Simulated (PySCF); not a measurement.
Job file and geometry (Å, from GFN2-xTB) of an NMR shielding run on `C#C[C@H](F)C(F)F`, C4H3F3, GIAO PBE0/pcSseg-1 NMR shielding, non-relativistic, gas phase in PySCF 2.14.0, density-fitted response routines; density fitting, a coarse starting grid and PySCF grid level 2 are the driver's defaults:

```
$ OMP_NUM_THREADS=1 python probes_run.py task.json out

{"job": {"kind": "nmr", "xc": "PBE0", "basis": "pcSseg-1"}, "charge": 0, "multiplicity": 1}
C      2.090494     0.957138    -0.136464
C      1.167776     0.196264    -0.131002
C      0.042751    -0.720637    -0.164405
F      0.113846    -1.538797    -1.270559
C     -1.281928     0.061011    -0.245846
F     -2.329884    -0.748772     0.012809
F     -1.307896     1.032477     0.692148
H      2.903774     1.619917    -0.116496
H      0.038632    -1.373114     0.720335
H     -1.428683     0.519167    -1.235889
```

Question: What does the program print?

Answer: 
```
coarse grid: 9464 points
cycle   1  E = -452.9803793904  dE =  1.028e+00  |g| = 8.376e-01  |ddm| = 2.963e+00
cycle   2  E = -452.8463257426  dE =  1.341e-01  |g| = 1.258e+00  |ddm| = 1.593e+00
cycle   3  E = -453.0958528576  dE = -2.495e-01  |g| = 1.356e-01  |ddm| = 9.842e-01
cycle   4  E = -453.0982228759  dE = -2.370e-03  |g| = 9.426e-02  |ddm| = 1.537e-01
cycle   5  E = -453.1003075583  dE = -2.085e-03  |g| = 1.698e-02  |ddm| = 6.396e-02
cycle   6  E = -453.1003711441  dE = -6.359e-05  |g| = 3.754e-03  |ddm| = 1.801e-02
cycle   7  E = -453.1003742528  dE = -3.109e-06  |g| = 1.156e-03  |ddm| = 3.740e-03
final grid: 95760 points
cycle   8  E = -453.1634774107  dE = -3.977e-05  |g| = 6.763e-03  |ddm| = 3.662e-02
cycle   9  E = -453.1634700685  dE =  7.342e-06  |g| = 9.901e-03  |ddm| = 1.294e-02
cycle  10  E = -453.1634860901  dE = -1.602e-05  |g| = 1.004e-03  |ddm| = 7.272e-03
cycle  11  E = -453.1634862290  dE = -1.389e-07  |g| = 5.936e-04  |ddm| = 1.058e-03
cycle  12  E = -453.1634863107  dE = -8.165e-08  |g| = 1.618e-04  |ddm| = 4.666e-04
cycle  13  E = -453.1634863165  dE = -5.893e-09  |g| = 1.896e-05  |ddm| = 1.269e-04
cycle  14  E = -453.1634863166  dE = -3.672e-11  |g| = 1.139e-05  |ddm| = 1.825e-05
converged SCF energy = -453.1634863166

GIAO shielding tensors (ppm)
atom      isotropic    diamagn.    paramagn.     s11        s22        s33       span
  0 C       98.143     256.035    -157.892     28.268     32.139    234.021    205.752
  1 C      106.715     266.290    -159.575      7.957     14.222    297.966    290.009
  2 C      101.526     238.772    -137.246     77.823     86.996    139.759     61.936
  3 F      391.697     469.815     -78.117    361.058    399.243    414.791     53.733
  4 C       65.706     238.944    -173.238     50.573     71.720     74.826     24.253
  5 F      310.998     469.716    -158.718    223.792    341.407    367.797    144.005
  6 F      312.216     472.744    -160.527    204.430    335.020    397.199    192.769
  7 H       29.417      33.283      -3.867     24.708     24.914     38.628     13.919
  8 H       26.322      26.459      -0.137     24.077     26.046     28.842      4.765
  9 H       25.642      26.902      -1.260     23.794     25.144     27.987      4.193
```

Question: Turn these shieldings into chemical shifts. Chemical shifts δ = σref − σ; 13C (σ = 186.93 ppm), 1H (σ = 31.72 ppm) vs TMS; 19F (σ = 170.95 ppm) against CFCl3, all at this level.

Answer: Averaging equivalent atoms: C 4: 121.2; C 0: 88.8; C 2: 85.4; C 1: 80.2; F 5: -140.1; F 6: -141.3; F 3: -220.8; H 9: 6.08; H 8: 5.40; H 7: 2.30 ppm. Unscaled 19F shifts against computed CFCl3 carry errors that often reach 10 to 50 ppm.

Size and cost of the density-fitted run: 134 basis functions, 15 s wall time on 1 thread of an Arm Neoverse V1, shared host; peak memory 0.62 GiB.
